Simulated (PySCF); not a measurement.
## TlSb⁺: one state, many levels of theory

State: ⁴Σ⁻ (quartet), unpaired electrons σ ↑, π ↑↑. Set-up: basis Tl def2-SVP with ECP60, Sb def2-SVP with ECP28; scalar-relativistic core potentials; PySCF 2.14. De refers to Tl⁺ + Sb in their high-spin ground configurations, without counterpoise correction. The functionals are run spin-unrestricted. A positive dipole points towards Sb; it is taken about the centre of mass and depends on that origin.

```tsv
Level	Re (Å)	ωe (cm⁻¹)	De (eV)	μ (D)
UHF	3.771	37.1	n/a	-3.98
UHF-MP2	3.460	54.1	n/a	n/a
UHF-SCS-MP2	3.534	49.5	n/a	n/a
UHF-CCSD	3.502	51.6	n/a	n/a
UHF-CCSD(T)	3.467	53.9	n/a	n/a
PBE	3.294	67.4	n/a	-1.12
r²SCAN	3.277	67.1	n/a	-1.41
M06-L	3.356	63.9	n/a	-1.64
B3LYP	3.359	62.7	n/a	-1.48
PBE0	3.301	66.1	n/a	-1.54
M06	3.266	74.1	n/a	-1.23
ωB97X	3.282	70.8	n/a	-1.76
```

Problem. What does the step from GGA to meta-GGA do here, going from PBE to r²SCAN?

Solution. r²SCAN less PBE: -1.7 pm in Re, -0.4 % in ωe. 

Problem. What does second-order correlation do here, going from UHF to UHF-MP2?

Solution. UHF-MP2 less UHF: -31.1 pm in Re, +45.8 % in ωe. Correlation nearly always deepens the well. The bond shortens, as in weak, metallic or heavy-atom bonds, where dispersion and the correlation of outer-core electrons pull the atoms together.

Problem. What does the triples do here, going from UHF-CCSD to UHF-CCSD(T)?

Solution. UHF-CCSD(T) less UHF-CCSD: -3.5 pm in Re, +4.5 % in ωe. Correlation nearly always deepens the well. The bond shortens, as in weak, metallic or heavy-atom bonds, where dispersion and the correlation of outer-core electrons pull the atoms together.

Correlated steps freeze 8 core orbitals. These are scalar-relativistic numbers at best; spin–orbit coupling would shift them, the dissociation energy most. The state was picked by a PBE0 search and need not be the measured ground state.

The whole job (state search and all levels along the bond) took about 3.5 min on 1 thread of Arm Neoverse V1 (shared host), peak memory 0.65 GiB.
